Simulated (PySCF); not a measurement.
# SMILES C=C[C@H]1C=C(F)[C@@H]1Cl, C₆H₆ClF

Cartesian coordinates in Å; atom numbers follow the order of the lines, from 1:
```xyz
14

C     1.866    0.767    1.378
C     0.625    0.476    1.033
C     0.253   -0.244   -0.218
C    -0.740   -1.383   -0.053
C    -1.652   -0.787   -0.810
F    -2.881   -1.102   -1.209
C    -0.853    0.446   -1.087
Cl   -0.408    0.718   -2.785
H     2.094    1.282    2.295
H     2.704    0.499    0.757
H    -0.207    0.748    1.670
H     1.137   -0.506   -0.800
H    -0.691   -2.298    0.503
H    -1.247    1.384   -0.697
```

Method: TDDFT PBE0/def2-SVPD circular dichroism and optical rotation, one conformer, gas phase (PySCF). Geometry: GFN2-xTB.

The molecule is flexible and this is one conformer; a measurement averages over conformers. States above about 7.8 eV (minus the energy of the highest occupied orbital) lie near or above the ionisation threshold and depend on the basis.

Problem. Draw the ECD and absorption spectra from the lowest 12 states, each a Gaussian of half-width 0.25 eV at 1/e height.

Solution. 
| E (eV) | λ (nm) | Δε (L mol⁻¹ cm⁻¹) | ε (L mol⁻¹ cm⁻¹) |
| --- | --- | --- | --- |
| 5.58 | 222 | +0.24 | 84.5 |
| 5.73 | 216 | +2.68 | 757 |
| 5.88 | 211 | +14.83 | 3450 |
| 6.03 | 206 | +40.45 | 8000 |
| 6.18 | 201 | +53.86 | 9460 |
| 6.33 | 196 | +33.52 | 5710 |
| 6.48 | 191 | +6.31 | 1900 |
| 6.63 | 187 | -3.97 | 759 |
| 6.78 | 183 | -2.09 | 1820 |
| 6.93 | 179 | +1.85 | 5990 |
| 7.08 | 175 | +3.12 | 12800 |
| 7.23 | 171 | -7.89 | 18700 |
| 7.38 | 168 | -32.47 | 20800 |
| 7.53 | 165 | -41.36 | 16500 |
| 7.68 | 161 | -26.66 | 9080 |

Δε uses R in velocity form, ε uses f in length form. Only the states computed contribute, so the short-wavelength end is incomplete.

The sign of the CD band at 174 nm isn't settled: the length form gives the opposite one.
